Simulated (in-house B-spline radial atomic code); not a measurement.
Inner-shell binding energies (edges) and X-ray emission energies of free atoms and ions, as differences of relaxed hole-state energies with first-order Breit, QED and recoil terms, without correlation or multiplet splittings, in NIST's listed ground configurations. For neutral atoms such line energies lie within some 1 to 5 eV of tabulated X-ray lines (up to 20 eV for the heaviest). K = 1s, L1 = 2s, L2 = 2p1/2, L3 = 2p3/2. A dash marks a subshell that is part filled or wasn't run, or a line left out. Computed with a B-spline radial code for spherical atoms: Dirac-Hartree-Fock, average of the configuration, finite nuclei.

| ion | configuration | K edge (eV) | L1 edge (eV) | L3 edge (eV) | K-L3 (eV) | K-L2 (eV) |
| --- | --- | --- | --- | --- | --- | --- |
| Ne | [He] 2s2 2p6 | 869.32 | 49.435 | 19.79 | 849.53 | 849.43 |
| Mg2+ | [He] 2s2 2p6 | 1333.98 | 119.63 | 78.521 | 1255.46 | 1255.19 |
| Al3+ | [He] 2s2 2p6 | ? | ? | ? | ? | ? |
| Si4+ | [He] 2s2 2p6 | 1909.36 | 217.97 | 165.18 | 1744.18 | 1743.55 |
| P5+ | [He] 2s2 2p6 | ? | ? | ? | ? | ? |
| S6+ | [He] 2s2 2p6 | 2595.27 | 344.16 | 279.37 | 2315.9 | 2314.66 |
| Cl7+ | [He] 2s2 2p6 | 2979.74 | 417.68 | 346.74 | 2633 | 2631.31 |

Task: Fill in the row of Al3+.

Result: K edge (eV): 1607.86; L1 edge (eV): 165.31; L3 edge (eV): 118.4; K-L3 (eV): 1489.46; K-L2 (eV): 1489.04.

Task: Fill in the row of P5+.

Result: K edge (eV): 2238.49; L1 edge (eV): 277.59; L3 edge (eV): 218.85; K-L3 (eV): 2019.65; K-L2 (eV): 2018.75.
